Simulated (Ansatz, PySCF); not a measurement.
Species: GaF (charge 0, triplet). This is an excited triplet: at this geometry the singlet lies 3.72 eV lower at CCSD(T)/CBS(aug-cc-pVTZ,aug-cc-pVQZ). 
Structure (B3LYP-D3(BJ)/def2-TZVP (Ansatz, a first-principles code) minimum search):
SMILES: [F][Ga]
```xyz
2

Ga     0.0000     0.0000    -0.4008
F      0.0000     0.0000     1.3806
```
Charge 0, spin multiplicity 3.

Dipole moments at this geometry, in debye (magnitudes).

```tsv
level	program	dipole (D)
BP86/def2-TZVPD	PySCF	1.89
M06-L/def2-TZVPD	PySCF	1.90
r2SCAN/def2-TZVPD	PySCF	(withheld)
r2SCANh/def2-TZVPD	Ansatz	2.23
r2SCAN0/def2-TZVPD	Ansatz	2.36
PW6B95/def2-TZVPD	PySCF	2.24
MN15/def2-TZVPD	PySCF	2.39
LC-wPBE/def2-TZVPD	Ansatz	2.37
wB97M-V/def2-TZVPD	Ansatz	2.24
CCSD(T)/aug-cc-pVDZ	Ansatz	(withheld)
```

Task: What belongs in the gaps?

Result: 
- r2SCAN/def2-TZVPD, dipole (D): 2.13
- CCSD(T)/aug-cc-pVDZ, dipole (D): 2.38
